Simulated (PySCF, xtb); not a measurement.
CHCl₂, SMILES [CH](Cl)Cl, multiplicity 2.

Harmonic wavenumbers (cm⁻¹) from GFN2-xTB (xtb 6.7.1) at its own minimum, in rising order: 275, 487, 740, 806, 1137, 3067.

Question: What does PBE0-D3(BJ)/def2-TZVP (PySCF 2.14.0) give at its own minimum? (Estimate from the structure and the level; the computed values follow.)

Answer: 303, 405, 773, 923, 1238, 3241. Paired by order, the mean absolute difference is 89 cm⁻¹ and the zero-point energies are 9.3 and 9.8 kcal/mol.
